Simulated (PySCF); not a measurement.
Species: C4H4FN2O (doublet state).
Cartesian coordinates in Å at the GFN2-xTB level; atoms count from 1:
```
atom  x, y, z in Å
F1    -2.4296    0.5341   -0.9662
C2    -2.1449    0.0909    0.2926
O3    -0.9428    0.6192    0.7324
C4     0.1649    0.0952    0.1891
C5     1.4612    0.6731    0.1640
C6     2.2259   -0.2943   -0.4686
N7     1.4580   -1.3806   -0.6301
N8     0.2414   -1.1416   -0.3244
H9    -2.9318    0.4597    0.9589
H10   -2.1078   -1.0075    0.2417
H11    1.7360    1.6556    0.4862
H12    3.2706   -0.3045   -0.7016
```

The hyperfine couplings belong to this conformer and change with its torsions.

Identity: `FCOC1=CC=N[N]1` [radical].

Method used: UKS B3LYP, pcH-1 on C F H N O, non-relativistic, mean-field spin-orbit, GIAO in PySCF 2.14.0. Geometry: GFN2-xTB, one conformer, isolated molecule. Couplings are sensitive to structure, and on GFN2-xTB geometries they can be far from those on DFT ones. The SCF solution wasn't tested for stability.

Mulliken spin populations: F1 +0.006, C2 -0.003, O3 +0.108, C4 +0.329, C5 +0.080, C6 +0.080, N7 +0.392, N8 +0.015, H9 0.000, H10 +0.003, H11 -0.005, H12 -0.005. Main spin sites, with 60 % or more of the largest population: C4, N7; positions count bonds from the nearest.

(1) Give the computed dipolar 1H tensors of H9, H10, H11, H12.

(2) Estimate them with point dipoles: put each population ρk at its nucleus, leave out the nucleus itself and the atom bound to it, and sum T = Σ [ρk/(2S)]·C·(3 n nᵀ − 1)/r³ with C = μ0 gₑ μB g_N μN/(4π h) = 79.06 MHz Å³.

Results:

(1) 
```csv
atom,position,distance from N7 (Å),T1 (MHz),T2,T3
H9,3 bonds from C4,5.02,-2.01,-1.95,3.96
H10,3 bonds from C4,3.69,-2.87,-1.36,4.23
H11,2 bonds from C4,3.25,-6.17,-2.71,8.88
H12,2 bonds from N7,2.11,-6.55,-4.62,11.18
```

(2) 
```
atom  T1 (MHz)     T2    T3  T3, computed  difference in T3 (%)
  H9     -2.20  -2.01  4.21          3.96                    +6
 H10     -3.38  -2.02  5.40          4.23                   +28
 H11     -4.19  -1.97  6.15          8.88                   -31
 H12     -4.74  -2.81  7.55         11.18                   -32
```

In T3 the estimate is closest for H9 (+6 %, 5.02 Å from N7) and worst for H12 (-32 %, 2.11 Å).

On an Arm Neoverse V2 with one thread, no GPU, shared host with 96 logical CPUs at a one-minute load of 38, this took 53 s (with the writing of density and orbital grids) and 0.85 GiB of memory at its peak.
